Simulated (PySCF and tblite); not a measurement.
Values are calculated unless marked as measured or tabulated.
System: C₅H₆N₂O₂, numbered as in [CH3:1][O:2][C:3](=[O:4])[c:5]1[cH:6][cH:7][nH:8][n:9]1.

Motion: shift of H on N8 from N8 to N9. GFN2-xTB gives an electronic barrier of 46.2 kcal/mol and a reaction energy of -2.3 kcal/mol.

Tunnelling of the moving H, left out here, will speed the real process. In real samples such hydrogens mostly exchange between molecules or through solvent, far faster than by this path.

BP86/pcSseg-1 + D3(BJ), IEF-PCM acetone on PBE0-D3(BJ)/def2-SVP geometries gives 50.6 kcal/mol and k(298 K) = 1.2×10⁻²¹ s⁻¹.

**Question.** What does PBE0/6-311G** + D3(BJ) give on PBE0-D3(BJ)/def2-SVP geometries?

**Answer.** A barrier of 51.6 kcal/mol, 1.0 above the first DFT barrier (from unrounded values), a reaction energy of -2.0 kcal/mol and, with GFN2-xTB thermal terms, ΔG‡(298 K) = 47.4 kcal/mol and k = 2.2×10⁻²² s⁻¹ (2 equivalent paths).

Programs: tblite and PySCF.
